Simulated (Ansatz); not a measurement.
Start from `Cl[CH2][GeH]([Cl])[Cl]` and change one atom or group to get `[Cl][GeH]([Cl])[Cl]`.

Ansatz, PBE0-D4/def2-TZVP geometries, multiplicity 1. Each molecule was computed in one conformer, which needn't be the lowest.

Scalar relativity is left out up to krypton.

| property | `Cl[CH2][GeH]([Cl])[Cl]` |
| --- | --- |
| HOMO energy (PBE/def2-TZVPP) / eV | -7.07 |
| size of the dipole moment (ωB97M-V/def2-TZVPP) / D | 3.01 |
| LUMO energy (PBE0/def2-TZVPP) / eV | -0.66 |
| HOMO–LUMO gap (PBE0/def2-TZVPP) / eV | 7.73 |
| ideal-gas entropy at 298 K and 1 bar (rigid rotor, harmonic PBE0-D4/def2-TZVP) / J/(mol·K) | 377 |
| HOMO–LUMO gap (B3LYP/def2-TZVPP) / eV | 7.20 |

(1) Give the same properties after the change, and the shifts. (An estimate is asked.)

Answers

(1) The calculation gave: 
```
                                                                                  property  `[Cl][GeH]([Cl])[Cl]`  shift
                                                         HOMO energy (PBE/def2-TZVPP) / eV                  -7.94  -0.87
                                        size of the dipole moment (ωB97M-V/def2-TZVPP) / D                   1.44  -1.57
                                                        LUMO energy (PBE0/def2-TZVPP) / eV                  -1.41  -0.75
                                                      HOMO–LUMO gap (PBE0/def2-TZVPP) / eV                   7.98   0.25
ideal-gas entropy at 298 K and 1 bar (rigid rotor, harmonic PBE0-D4/def2-TZVP) / J/(mol·K)                    329    -48
                                                     HOMO–LUMO gap (B3LYP/def2-TZVPP) / eV                   7.35   0.15
```

With PBE0 the HOMO falls by 0.99 eV and the LUMO falls by 0.75 eV, so the gap widens by about 0.24 eV. PBE moves the HOMO by -0.87 eV and ωB97M-V by -1.04 eV. The zero-point energy changes by -70.8 kJ/mol with -9 modes. Dipoles are sizes alone; their direction can turn. Modes under 60 cm⁻¹, often nearly free rotors, make the harmonic entropy too high.

B3LYP here is the variant with VWN-RPA as its local correlation; programs differ in this.
